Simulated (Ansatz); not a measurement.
Geometry optimisation, RKS PBE0-D4/def2-SVP in Ansatz 0.2.0.

Input:

```yaml
crystal:
  periodic: [false, false, false]
  atoms:
    - { symbol: Si, position_ang: [-1.13799, 0.093922, -0.991995] }
    - { symbol: Si, position_ang: [0.94697, -1.107564, 1.586501] }
    - { symbol: H, position_ang: [-0.196718, -0.858115, -1.650567] }
    - { symbol: H, position_ang: [-1.600432, -0.513031, 0.293437] }
    - { symbol: H, position_ang: [-2.337707, 0.263356, -1.867797] }
    - { symbol: H, position_ang: [0.896442, 0.194974, 0.952316] }
    - { symbol: As, position_ang: [-0.219127, 2.200785, -0.656867] }
    - { symbol: H, position_ang: [2.308853, -1.305524, 2.169311] }
    - { symbol: H, position_ang: [-0.071026, -1.179586, 2.67374] }
    - { symbol: H, position_ang: [0.686061, -2.169394, 0.574868] }
    - { symbol: H, position_ang: [-0.471981, 2.634298, -2.098989] }
    - { symbol: H, position_ang: [1.196655, 1.746078, -0.983958] }
basis:
  gaussian: { orbitals: def2-SVP }
hamiltonian:
  xc: pbe0
  dispersion: d4
relax:
  f_tol: 0.03
  max_steps: 50
```

Command:

```bash
$ ansatz run input.yaml --threads 2 --pin off --max-ram 3072MiB --backend cpu --events-out ev --progress --plain --runs-dir out
```

Question: Where does it end, and by what steps?

Answer: The run converged. The force dipped under the threshold on the way, but the program's further checks kept it going. After 7 steps the energy has fallen by 0.121 eV; H6 moved furthest, 0.54 Å.

```tsv
step	energy less start (eV)	largest force component (eV/Å)	accepted
0	0.0000	0.843	yes
1	-0.0885	0.245	yes
2	-0.0993	0.139	yes
3	-0.1091	0.117	yes
4	-0.1179	0.045	yes
5	-0.1205	0.028	yes
6	-0.1210	0.061	yes
7	-0.1215	0.023	yes
```

```xyz
12
Properties=species:S:1:pos:R:3
Si -1.301 0.185 -1.169
Si 1.128 -1.240 1.785
H -0.431 -0.698 -2.002
H -1.452 -0.424 0.188
H -2.654 0.278 -1.796
H 1.360 0.126 1.226
As -0.457 2.388 -0.916
H 2.320 -1.652 2.585
H -0.081 -1.219 2.660
H 0.922 -2.205 0.664
H -0.336 2.564 -2.428
H 0.982 1.896 -0.797
```

Whether the end is a true minimum wasn't checked by a vibrational analysis.

Run time: 25 s on 2 threads of Arm Neoverse V1, on a shared host, peak memory 0.27 GiB.
